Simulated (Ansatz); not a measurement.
(HCd-mu-NH2)2 (Cd₂N₂H₆). Charge 0, multiplicity 3. Geometry PBE-D4/def2-SVP, that of the neutral singlet.

```xyz
10

Cd   -0.2266    0.0793    1.6822
H    -0.3143    0.1900    3.3655
N    -0.4042    1.4120   -0.1293
Cd    0.4973   -0.0158   -1.6247
H     1.1223   -0.0004   -3.1941
N     0.2220   -1.4548    0.0906
H     0.0458    2.3369   -0.0575
H    -1.3861    1.6424   -0.3509
H    -0.5685   -2.1009   -0.0638
H     1.0123   -2.0887    0.2820
```

In the def2 sets Cd takes a core potential; there is no spin–orbit coupling. At PBE0-D4/def2-TZVP a singlet of charge 0 lies 4.81 eV below the triplet at the same geometry.

**Question.** Estimate the α-spin orbital energies around the gap (eV) in Ansatz with PBE-D4/def2-TZVP, r2SCAN-D4/def2-TZVP, PBE0-D4/def2-TZVP.

**Answer.** 
```
orbital  PBE-D4/def2-TZVP  r2SCAN-D4/def2-TZVP  PBE0-D4/def2-TZVP
 HOMO−5             -8.82                -9.17             -10.62
 HOMO−4             -7.94                -8.33              -9.27
 HOMO−3             -7.46                -7.88              -9.01
 HOMO−2             -6.77                -7.18              -8.87
 HOMO−1             -6.73                -7.12              -7.51
   HOMO             -1.90                -1.94              -2.40
   LUMO             -1.59                -1.45              -1.01
 LUMO+1             -0.98                -0.87              -0.35
 LUMO+2             -0.84                -0.60              -0.27
 LUMO+3             -0.42                -0.28               0.25
 LUMO+4              0.56                 0.86               1.24
 LUMO+5              1.31                 1.69               2.03
 β HOMO             -6.15                -6.27              -7.09
 β LUMO             -5.92                -6.00              -5.55
```
